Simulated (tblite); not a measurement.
Record of a relaxation.

H₁₀O₂SeSi₄.
SMILES with atom numbers: `[SiH3:1][O:2][SiH2:3][Se:4][SiH2:5][O:6][SiH3:7]` (hydrogens: H8, H9, H10 on Si1; H11, H12 on Si3; H13, H14 on Si5; H15, H16, H17 on Si7)

Computed with GFN2-xTB (tblite), gas phase: L-BFGS steps from a force-field or distance-geometry start until the largest atomic force falls under 0.01 eV/Å. 7 of its 114 geometries are shown.

Step 0: E = -641.1974 eV, largest atomic force 3.187 eV/Å
```
atom  x, y, z in Å  |  force x, y, z in eV/Å
Si1    -2.244    1.159    0.203    0.448   0.133   0.999
O2     -1.414   -0.057    1.060   -1.324  -0.616  -2.625
Si3    -1.535   -1.502    0.134   -0.135   0.819   1.196
Se4     0.191   -2.878    0.639    0.003   0.343   0.010
Si5     1.670   -1.377   -0.201    0.179   0.861   1.214
O6      1.621    0.054    0.747    0.937  -0.339  -3.027
Si7     2.176    1.335   -0.267   -0.513  -0.040   1.247
H8     -3.645    0.767   -0.014    0.251  -0.099   0.017
H9     -1.580    1.417   -1.081   -0.048  -0.119   0.130
H10    -2.241    2.402    0.997    0.192  -0.473   0.028
H11    -2.817   -2.172    0.444    0.446   0.226   0.019
H12    -1.487   -1.226   -1.314    0.055  -0.052   0.242
H13     1.284   -1.115   -1.598    0.018  -0.053   0.203
H14     3.030   -1.947   -0.174   -0.385   0.168   0.108
H15     1.234    1.537   -1.378    0.126  -0.141   0.141
H16     3.521    1.039   -0.763   -0.131  -0.138   0.029
H17     2.231    2.577    0.524   -0.120  -0.482   0.067
```

Step 19: E = -642.4836 eV, largest atomic force 0.309 eV/Å
```
atom  x, y, z in Å  |  force x, y, z in eV/Å
Si1    -2.322    1.373    0.165   -0.137   0.018  -0.247
O2     -1.765   -0.124    0.432    0.076   0.050   0.080
Si3    -1.613   -1.689    0.104   -0.065   0.005  -0.152
Se4     0.229   -2.506    1.146   -0.027   0.019  -0.116
Si5     1.741   -1.556   -0.251    0.064   0.020  -0.196
O6      1.842    0.017    0.054   -0.062   0.038   0.094
Si7     2.220    1.550   -0.310    0.138   0.002  -0.277
H8     -3.770    1.232   -0.056    0.109   0.075   0.151
H9     -1.736    1.851   -1.094    0.058   0.016   0.147
H10    -1.908    2.085    1.366   -0.048   0.060  -0.034
H11    -2.763   -2.371    0.657   -0.086  -0.099   0.071
H12    -1.510   -1.772   -1.353    0.062  -0.139   0.049
H13     1.349   -1.654   -1.658   -0.038  -0.144   0.095
H14     3.031   -2.145    0.044    0.094  -0.088   0.046
H15     1.352    1.966   -1.419   -0.040   0.030   0.142
H16     3.600    1.519   -0.827   -0.121   0.062   0.181
H17     2.017    2.236    0.956    0.025   0.074  -0.033
```

Step 38: E = -642.5895 eV, largest atomic force 0.111 eV/Å
```
atom  x, y, z in Å  |  force x, y, z in eV/Å
Si1    -2.313    1.407    0.144   -0.020   0.077   0.002
O2     -2.073   -0.180   -0.111    0.070   0.050  -0.022
Si3    -1.703   -1.737    0.043    0.005   0.005   0.019
Se4     0.219   -2.047    1.223    0.011   0.038   0.030
Si5     1.822   -1.598   -0.333    0.004  -0.012   0.032
O6      2.036   -0.018   -0.540   -0.074   0.038  -0.011
Si7     2.207    1.583   -0.326    0.006   0.068  -0.010
H8     -3.767    1.550    0.111   -0.011   0.003   0.024
H9     -1.670    2.092   -0.975    0.033  -0.039  -0.004
H10    -1.750    1.816    1.432    0.005  -0.099  -0.050
H11    -2.721   -2.361    0.869   -0.059  -0.034  -0.036
H12    -1.527   -2.237   -1.316   -0.032   0.020   0.045
H13     1.408   -2.121   -1.631    0.037   0.037   0.054
H14     3.034   -2.140    0.258    0.047  -0.028  -0.053
H15     1.295    2.208   -1.280   -0.046  -0.026  -0.013
H16     3.605    1.837   -0.664    0.027   0.001   0.026
H17     1.893    1.958    1.053   -0.003  -0.097  -0.034
```

Step 56: E = -642.6117 eV, largest atomic force 0.039 eV/Å
```
atom  x, y, z in Å  |  force x, y, z in eV/Å
Si1    -2.281    1.399    0.129    0.000   0.002   0.017
O2     -2.083   -0.174   -0.237    0.028   0.013  -0.018
Si3    -1.706   -1.713    0.045    0.009   0.003   0.013
Se4     0.217   -1.878    1.263    0.005  -0.011  -0.034
Si5     1.827   -1.574   -0.329    0.005  -0.011   0.008
O6      2.021   -0.013   -0.665   -0.035  -0.010  -0.013
Si7     2.171    1.573   -0.335   -0.011  -0.021   0.015
H8     -3.730    1.586    0.162   -0.004   0.002  -0.013
H9     -1.630    2.112   -0.967    0.001  -0.006   0.018
H10    -1.681    1.669    1.434    0.031   0.002  -0.021
H11    -2.748   -2.307    0.867    0.012  -0.008   0.018
H12    -1.527   -2.301   -1.274    0.022   0.002  -0.008
H13     1.417   -2.182   -1.587   -0.010   0.014   0.021
H14     3.061   -2.084    0.252   -0.038   0.003   0.005
H15     1.253    2.227   -1.263   -0.007   0.006   0.003
H16     3.576    1.867   -0.605    0.027   0.014  -0.017
H17     1.837    1.804    1.067   -0.035   0.007   0.008
```

Step 75: E = -642.6220 eV, largest atomic force 0.070 eV/Å
```
atom  x, y, z in Å  |  force x, y, z in eV/Å
Si1    -2.179    1.398    0.116    0.004   0.010   0.008
O2     -1.936   -0.158   -0.294   -0.004   0.003   0.013
Si3    -1.657   -1.707    0.041    0.032  -0.003   0.032
Se4     0.228   -1.931    1.311   -0.057  -0.007  -0.040
Si5     1.775   -1.573   -0.321    0.026  -0.014  -0.005
O6      1.863   -0.009   -0.692   -0.001  -0.004   0.000
Si7     2.068    1.562   -0.327   -0.014   0.013   0.012
H8     -3.631    1.546    0.196   -0.003   0.000  -0.003
H9     -1.581    2.150   -0.983   -0.008  -0.008  -0.003
H10    -1.546    1.664    1.405    0.019   0.000  -0.001
H11    -2.739   -2.251    0.847    0.005   0.016  -0.004
H12    -1.452   -2.317   -1.264   -0.015  -0.016  -0.003
H13     1.349   -2.204   -1.561    0.015  -0.012   0.000
H14     3.040   -2.028    0.233   -0.006   0.015  -0.005
H15     1.200    2.261   -1.267   -0.008   0.000  -0.019
H16     3.487    1.820   -0.551    0.041   0.007  -0.010
H17     1.702    1.787    1.067   -0.027   0.002   0.028
```

Step 94: E = -642.6299 eV, largest atomic force 0.011 eV/Å
```
atom  x, y, z in Å  |  force x, y, z in eV/Å
Si1    -2.102    1.406    0.113    0.000   0.000  -0.001
O2     -1.858   -0.150   -0.294    0.001   0.002  -0.004
Si3    -1.675   -1.715    0.037    0.006   0.000   0.002
Se4     0.224   -2.070    1.245    0.000   0.001  -0.001
Si5     1.794   -1.579   -0.331   -0.002  -0.001  -0.001
O6      1.784   -0.007   -0.678    0.000   0.002   0.001
Si7     1.991    1.565   -0.313    0.002   0.000   0.001
H8     -3.549    1.542    0.270   -0.001   0.004   0.010
H9     -1.579    2.149   -1.028   -0.007  -0.005  -0.006
H10    -1.396    1.692    1.359   -0.002   0.001   0.001
H11    -2.762   -2.175    0.888    0.002  -0.003  -0.001
H12    -1.572   -2.345   -1.270    0.002   0.000  -0.002
H13     1.469   -2.223   -1.595   -0.006  -0.001  -0.001
H14     3.066   -1.952    0.268   -0.005   0.002   0.000
H15     1.187    2.261   -1.312    0.005  -0.006  -0.006
H16     3.425    1.810   -0.460    0.007   0.003   0.007
H17     1.546    1.803    1.057   -0.003   0.000   0.001
```

Step 113: E = -642.6313 eV, largest atomic force 0.009 eV/Å
```
atom  x, y, z in Å  |  force x, y, z in eV/Å
Si1    -2.108    1.405    0.116   -0.001   0.004  -0.005
O2     -1.874   -0.152   -0.294    0.003   0.003   0.000
Si3    -1.671   -1.715    0.033   -0.003   0.002   0.003
Se4     0.225   -2.049    1.252   -0.006   0.000   0.000
Si5     1.792   -1.578   -0.332   -0.002  -0.004  -0.004
O6      1.800   -0.006   -0.681    0.006  -0.004   0.001
Si7     1.999    1.566   -0.313    0.001  -0.004   0.003
H8     -3.546    1.536    0.349    0.000  -0.002   0.006
H9     -1.651    2.136   -1.059    0.004   0.005  -0.004
H10    -1.344    1.709    1.323   -0.003  -0.004  -0.002
H11    -2.757   -2.188    0.877   -0.002  -0.007   0.001
H12    -1.555   -2.339   -1.277    0.005   0.000   0.007
H13     1.444   -2.218   -1.592    0.005   0.001  -0.002
H14     3.062   -1.968    0.258   -0.004   0.006  -0.004
H15     1.249    2.256   -1.357    0.003   0.000   0.004
H16     3.440    1.806   -0.381    0.002   0.000  -0.006
H17     1.489    1.813    1.033   -0.007   0.004   0.001
```

**Question.** Summarise the path.

**Answer.** The energy falls by 33.07 kcal/mol from step 0 to step 113; nine tenths of that is first reached at step 20. It falls at every step. The largest force goes from 3.187 to 0.009 eV/Å. Among the bonds O2–Si3 changes most, from 1.721 to 1.610 Å; the atoms move by 0.897 Å rms after alignment.

The cost below is that of the whole relaxation. The run took 4.3 s on one thread of an Intel Xeon at 2.50 GHz, no GPU, shared host with 64 logical CPUs at a one-minute load of 17.
